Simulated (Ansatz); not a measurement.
System: 3,3,3-trifluoroprop-1-yne, C3HF3 (charge 0, singlet). SMILES: C(C(F)(F)F)#C
Geometry: optimised at B3LYP-D3(BJ)/def2-TZVP (Ansatz, an electronic-structure program).

Atomisation energy built up term by term with Ansatz (kcal/mol; UHF references for open shells; valence terms freeze the core; atomic spin-orbit terms are left out). CBS(X,Y): correlation extrapolated as X^-3; Hartree-Fock from the larger set.

```
term                                            basis  kcal/mol
-----------------------  ----------------------------  --------
Hartree-Fock                              aug-cc-pVQZ    501.22
CCSD correlation         CBS(aug-cc-pVTZ,aug-cc-pVQZ)    215.55
(T)                      CBS(aug-cc-pVTZ,aug-cc-pVQZ)     20.80
core correlation                            cc-pwCVTZ      3.52
scalar relativity (X2C)    cc-pVTZ-DK against cc-pVTZ     -0.94
sum: De                                                   740.1
```

(T) makes 2.8 % of the CCSD(T) atomisation energy; under 5 % is typical of single-reference molecules.
